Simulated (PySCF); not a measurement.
**SMILES CB(C)c1ccccc1, C$_{8}$H$_{11}$B**

Molfile (atoms numbered from 1):
```
C8H11B
     RDKit          3D

 20 20  0  0  0  0  0  0  0  0999 V2000
   -2.1890   -1.1216   -0.1227 C   0  0  0  0  0  0  0  0  0  0  0  0
   -1.3170    0.1912   -0.0627 B   0  0  0  0  0  0  0  0  0  0  0  0
   -1.9895    1.6172   -0.1059 C   0  0  0  0  0  0  0  0  0  0  0  0
    0.2489    0.0764    0.0427 C   0  0  0  0  0  0  0  0  0  0  0  0
    0.8927   -1.1748    0.0858 C   0  0  0  0  0  0  0  0  0  0  0  0
    2.2776   -1.2833    0.1790 C   0  0  0  0  0  0  0  0  0  0  0  0
    3.0617   -0.1308    0.2318 C   0  0  0  0  0  0  0  0  0  0  0  0
    2.4541    1.1242    0.1910 C   0  0  0  0  0  0  0  0  0  0  0  0
    1.0683    1.2199    0.0979 C   0  0  0  0  0  0  0  0  0  0  0  0
   -1.8884   -1.7466   -0.9822 H   0  0  0  0  0  0  0  0  0  0  0  0
   -3.2703   -0.9387   -0.1963 H   0  0  0  0  0  0  0  0  0  0  0  0
   -2.0079   -1.7476    0.7691 H   0  0  0  0  0  0  0  0  0  0  0  0
   -1.7231    2.1968    0.7957 H   0  0  0  0  0  0  0  0  0  0  0  0
   -3.0857    1.5938   -0.1837 H   0  0  0  0  0  0  0  0  0  0  0  0
   -1.5985    2.2049   -0.9552 H   0  0  0  0  0  0  0  0  0  0  0  0
    0.2938   -2.0883    0.0454 H   0  0  0  0  0  0  0  0  0  0  0  0
    2.7503   -2.2681    0.2107 H   0  0  0  0  0  0  0  0  0  0  0  0
    4.1493   -0.2109    0.3049 H   0  0  0  0  0  0  0  0  0  0  0  0
    3.0653    2.0292    0.2323 H   0  0  0  0  0  0  0  0  0  0  0  0
    0.6090    2.2114    0.0673 H   0  0  0  0  0  0  0  0  0  0  0  0
  1  2  1  0
  2  3  1  0
  2  4  1  0
  4  5  2  0
  5  6  1  0
  6  7  2  0
  7  8  1  0
  8  9  2  0
  9  4  1  0
  1 10  1  0
  1 11  1  0
  1 12  1  0
  3 13  1  0
  3 14  1  0
  3 15  1  0
  5 16  1  0
  6 17  1  0
  7 18  1  0
  8 19  1  0
  9 20  1  0
M  END
```

Computed, not measured: quadratic response CAM-B3LYP/aug-cc-pVDZ first hyperpolarisability, Taylor convention, gas phase in PySCF. Geometry: PBE0-D3(BJ)/def2-SVP.

Question: Give the tensor of the static β(0;0,0) in the axes of these coordinates.

Answer: In au, Taylor convention; rows are the first index (the induced dipole):
|  | xx | yy | zz | xy | xz | yz |
| --- | --- | --- | --- | --- | --- | --- |
| x | +380.8 | -38.6 | -29.2 | -34.0 | +30.0 | -2.5 |
| y | -34.0 | +8.9 | +2.1 | -38.6 | -2.5 | -2.5 |
| z | +30.0 | -2.5 | -6.3 | -2.5 | -29.2 | +2.1 |

Norm of βᵢ = ⅓ Σⱼ (βᵢⱼⱼ + βⱼᵢⱼ + βⱼⱼᵢ): 314.6 au, hyper-Rayleigh value 150.4 au.
